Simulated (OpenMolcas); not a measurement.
Computed levels of 2s² 2p in ions with 5 electrons, in cm-1 above ²P°_1/2.

| Item | Value |
| --- | --- |
| Program | OpenMolcas 26.06 |
| Method | MS-CASPT2, IPEA 0.25 Eh, imaginary shift 0.1 Eh |
| Basis | ANO-RCC-VQZP |
| Scalar Hamiltonian | DKH2, point nucleus |
| Spin-orbit coupling | RASSI with atomic mean-field integrals over the reference wave functions, term energies averaged over their components |

Active space for each ion: 3 electrons in 8 orbitals (2s 2p 3s 3p); closed shells correlated by CASPT2: 1s.

| Level | C+ | O3+ |
| --- | --- | --- |
| ²P°_3/2 | 59.9 | 376 |

Estimate ²P°_3/2 for N2+ from its neighbours C+ and O3+.

²P°_3/2 is fine structure, which grows about as the fourth power of a screened charge, so the fourth roots are averaged: ((59.9^0.25 + 376^0.25) / 2)^4 = 167. The calculation gives 170, so the estimate is off by -1.8 %; the measured value is 174 (Moore, Selected Tables of Atomic Spectra, NSRDS-NBS 3, section 5).

The run also gave levels led by 2s² 3p, which use shells meant for correlation; these and all levels above them are left out (holds for C+). Active for correlation alone: 3p 3s; no level in the range computed is led by a configuration that fills them, so any true level of that kind is missing (holds for N2+; O3+). Computed and measured levels are paired by configuration, term and J; levels that our copy of the source lacks, or whose pairing is in doubt (as where it misses far off the trend of its configuration), stay unpaired and out of the deviations. Levels of configurations outside the active space are missing.

° marks odd parity.
